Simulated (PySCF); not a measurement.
**Electron correlation in Ti⁺ (titanium, charge +1)**

[Ar] 3d2 4p1, one real determinant (an excited configuration). All numbers are calculated (PySCF 2.14, scalar relativity by spin-free X2C-1e, in x2c-QZVPPall with one added diffuse shell each of s, p, d, f, g type (12s8p6d4f3g, 121 functions)). Frozen: [Ne]; 11 electrons correlated.

MP2 pair energies summed by pair of shells (mhartree):

```
 pair   energy  share (%)
3p-3p  -122.62       45.5
3p-3d   -71.60       26.6
3s-3p   -36.27       13.5
3s-3d   -12.89        4.8
3p-4p    -8.51        3.2
3s-3s    -7.19        2.7
3d-3d    -5.06        1.9
3d-4p    -4.72        1.8
3s-4p    -0.56        0.2
```

Total MP2 correlation energy: -269.43 mhartree.

Same-spin part -76.94 and opposite-spin part -192.48 mhartree; SCS-MP2 scales them by 1/3 and 6/5 to -256.63 mhartree.

The reference is one real determinant that mixes LS terms of this configuration.

This basis was not built for core-valence correlation, so the inner-shell part is incomplete.
